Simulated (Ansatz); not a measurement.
Reaction (hydrogenolysis of a C–Si bond): `BC(=C)[SiH2]C` + H₂ → `BC=C` + `C[SiH3]`

Gas-phase electronic energies from Ansatz, PBE0-D4/def2-TZVP geometries. CCSD(T)/CBS is the MP2 limit (def2-TZVPP, def2-QZVPP) plus CCSD(T) − MP2 in def2-TZVPP, frozen cores. This one scheme is used for every species. Functionals use def2-TZVPP. B3LYP here is the variant with VWN-RPA as its local correlation; programs differ in this. Each species was taken in one conformer, which may not be the lowest.

`BC(=C)[SiH2]C`:

Cartesian coordinates in Å:
```
B 1.297 1.470 -0.179
C 0.950 -0.015 0.045
C 1.825 -0.755 0.750
Si -0.630 -0.767 -0.617
C -2.130 0.101 0.088
H 0.569 2.208 -0.781
H 2.324 1.906 0.262
H 1.670 -1.812 0.965
H 2.743 -0.320 1.142
H -0.657 -2.218 -0.270
H -0.643 -0.645 -2.103
H -3.052 -0.314 -0.326
H -2.165 -0.006 1.175
H -2.102 1.167 -0.150
```

H₂:

```xyz
2

H    -0.037    0.100   -0.358
H     0.037   -0.100    0.358
```

`BC=C`:

Z-matrix (Å, degrees):
```
B
C 1 1.534
H 1 1.197 2 122.0
H 1 1.199 2 118.7 3 180.0
C 2 1.339 1 120.5 3 180.0
H 2 1.089 1 121.7 3 -0.0
H 5 1.086 2 120.6 1 0.0
H 5 1.087 2 123.0 1 -180.0
```

`C[SiH3]`:

Z-matrix (Å, degrees):
```
C
Si 1 1.871
H 1 1.092 2 110.8
H 1 1.092 2 110.8 3 -120.0
H 1 1.092 2 110.8 3 120.0
H 2 1.488 1 110.7 3 -179.9
H 2 1.488 1 110.7 3 -59.9
H 2 1.488 1 110.7 3 60.1
```

CCSD(T)/CBS gives -18.4 kJ/mol.

(1) Another level gave -23.1 kJ/mol. Which?
A. LDA (SPW92)/def2-TZVPP
B. MP2/def2-TZVPP
C. B3LYP/def2-TZVPP
D. ωB97X-V/def2-TZVPP

Largest T1 diagnostic among the species: 0.011.

## Answers

(1) D. ωB97X-V -23.1, MP2/def2-TZVPP -13.2, B3LYP -36.3, LDA (SPW92) -18.0 kJ/mol.

The D4 term adds +14.8 kJ/mol with B3LYP and +8.4 kJ/mol with PBE0; it sums over pairs of atoms, weighted by their polarisabilities, and B3LYP, whose exchange is more repulsive, gets the larger term. From r2SCAN to r2SCAN0 (25 % exact exchange), in def2-TZVPP and without D4, ΔE moves by −3.1 kJ/mol.
